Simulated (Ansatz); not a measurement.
Compare A (`C[C@H](F)[Si@H](F)Cl`) with its isomer B (`CC[Si](F)(F)Cl`).

Calculated with Ansatz (gas phase, PBE0-D4/def2-TZVP geometries, no zero-point term in ΔE). CCSD(T)/CBS is the MP2 limit (def2-TZVPP, def2-QZVPP) plus CCSD(T) − MP2 in def2-TZVPP, frozen cores. DFT in def2-TZVPP. B3LYP here is the variant with VWN-RPA as its local correlation; programs differ in this. One conformer a species, not always the lowest.

A:

```xyz
11

C     1.113   -0.896   -0.293
C     0.511    0.448    0.041
F     1.011    0.890    1.271
Si   -1.367    0.408    0.202
F    -1.959   -0.138   -1.173
Cl   -2.093    2.282    0.517
H     0.839   -1.650    0.449
H     2.202   -0.825   -0.325
H     0.760   -1.231   -1.272
H     0.804    1.192   -0.709
H    -1.821   -0.478    1.293
```

B:

Z-matrix (Å, degrees):
```
C
C 1 1.529
H 1 1.092 2 110.8
H 1 1.092 2 111.4 3 119.9
H 1 1.092 2 111.4 3 -119.9
Si 2 1.839 1 113.5 3 180.0
H 2 1.095 1 111.0 3 -58.8
H 2 1.095 1 111.0 3 58.8
F 6 1.584 2 111.0 1 -58.9
F 6 1.584 2 111.0 1 59.0
Cl 6 2.030 2 112.6 1 -179.9
```

**Question.** Which isomer does CCSD(T)/CBS put lower? Give the gap. (An estimate is asked.)

**Answer.** Ansatz gave: B, by 258.5 kJ/mol.

**Question.** Give E(B) − E(A) in kJ/mol with B3LYP-D4, MP2/def2-TZVPP, ωB97M-V, B3LYP, r2SCAN-D4, CCSD(T)/def2-TZVPP, B2PLYP. (Estimate.)

**Answer.** Computed: B3LYP-D4 -247.6, MP2/def2-TZVPP -266.9, ωB97M-V -251.8, B3LYP -245.7, r2SCAN-D4 -253.7, CCSD(T)/def2-TZVPP -256.3, B2PLYP -253.8. None reverses the order clearly.

Largest T1 diagnostic: 0.011.

From PBE to PBE0 (25 % exact exchange), in def2-TZVPP and without D4, E(B) − E(A) moves by −9.4 kJ/mol.
